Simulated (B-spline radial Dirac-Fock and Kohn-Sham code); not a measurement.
Magnetic form factor of the 4f shell of Eu¹⁶⁺

System: europium as Eu¹⁶⁺, configuration [Kr] 4d10 4f1.

Model: Dirac-Fock orbitals of the configuration average with a finite nucleus. Program: an atomic code on a B-spline grid. ⟨j_K⟩ is the integral of the 4f radial density with the spherical Bessel function j_K(4πsr), s = sin θ/λ.

Hund's rules give S = 1/2, L = 3, J = 5/2 for 4f1, so g = 0.857, and the dipole approximation is F = ⟨j0⟩ + C₂⟨j2⟩ with C₂ = (2 − g)/g = 1.333.

```
s (Å⁻¹)     ⟨j0⟩    ⟨j2⟩    ⟨j4⟩    ⟨j6⟩  F (dipole)
      0   1.0000  0.0000  0.0000  0.0000      1.0000
   0.03   0.9968  0.0013  0.0000  0.0000      0.9985
   0.04   0.9944  0.0022  0.0000  0.0000      0.9974
   0.05   0.9912  0.0035  0.0000  0.0000      0.9959
   0.06   0.9874  0.0050  0.0000  0.0000      0.9941
   0.08   0.9777  0.0089  0.0000  0.0000      0.9895
   0.09   0.9718  0.0112  0.0001  0.0000      0.9868
   0.12   0.9505  0.0196  0.0002  0.0000      0.9766
   0.14   0.9332  0.0263  0.0003  0.0000      0.9683
   0.18   0.8921  0.0421  0.0008  0.0000      0.9482
   0.22   0.8433  0.0603  0.0017  0.0000      0.9238
   0.27   0.7737  0.0855  0.0036  0.0001      0.8877
   0.33   0.6819  0.1168  0.0074  0.0003      0.8376
   0.41   0.5538  0.1562  0.0153  0.0010      0.7620
   0.51   0.3999  0.1948  0.0296  0.0029      0.6597
   0.62   0.2547  0.2182  0.0494  0.0071      0.5456
   0.77   0.1113  0.2180  0.0771  0.0167      0.4020
   0.95   0.0158  0.1849  0.1015  0.0325      0.2623
   1.17  -0.0267  0.1287  0.1110  0.0516      0.1449
   1.45  -0.0300  0.0689  0.0985  0.0660      0.0619
```

Radial moments of the shell: ⟨r²⟩ = 0.4788, ⟨r⁴⟩ = 0.3929, ⟨r⁶⟩ = 0.4949 in powers of bohr.

Values without a named source are computed, but for edge energies of neutral atoms, which are taken from tables.
